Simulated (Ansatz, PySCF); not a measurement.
Reaction (SMILES): CB(C)N [[amino(methyl)boranyl]methane] -> C[B]C + [NH2] (NH2) (the B-N bond at the site shown breaks; other sites are not compared here)
Geometries: B3LYP-D3(BJ)/def2-TZVP minima from Ansatz (a program for electronic structure), one conformer each, not searched for the lowest. Frequencies are from Ansatz or PySCF.

Wanted: bond dissociation energy (enthalpy at 298 K, with B3LYP-D3(BJ) rigid-rotor harmonic-oscillator terms), in kcal/mol. Cores are frozen in the correlated levels unless marked. Open shells are spin-unrestricted. No spin-orbit coupling. No relativistic terms. CBS(X,Y): correlation extrapolated as X^-3; Hartree-Fock from the larger set. [CCSD(T)-MP2]/basis is that difference in the basis named.

```json
[
 {"level": "HF/aug-cc-pVDZ", "program": "Ansatz", "bond dissociation energy (kcal/mol)": "101.1"},
 {"level": "HF/cc-pVQZ", "program": "Ansatz", "bond dissociation energy (kcal/mol)": "102.8"},
 {"level": "BLYP/def2-TZVPD", "program": "Ansatz", "bond dissociation energy (kcal/mol)": "127.1"},
 {"level": "revPBE-D4/def2-TZVPD", "program": "Ansatz + dftd4", "bond dissociation energy (kcal/mol)": "129.3"},
 {"level": "revPBE/def2-TZVPD", "program": "Ansatz", "bond dissociation energy (kcal/mol)": "125.1"},
 {"level": "B97M-V/def2-TZVPD", "program": "Ansatz", "bond dissociation energy (kcal/mol)": "132.2"},
 {"level": "PBE0-D3(BJ)/def2-TZVP", "program": "Ansatz + dftd3", "bond dissociation energy (kcal/mol)": "133.5"}
]
```

Question: Estimate the value at RI-MP2/CBS(aug-cc-pVTZ,aug-cc-pVQZ)+[CCSD(T)-MP2]/aug-cc-pVTZ as computed with Ansatz.

Answer: 136.7 kcal/mol, so PBE0-D3(BJ)/def2-TZVP differs from it by -3.2 kcal/mol.
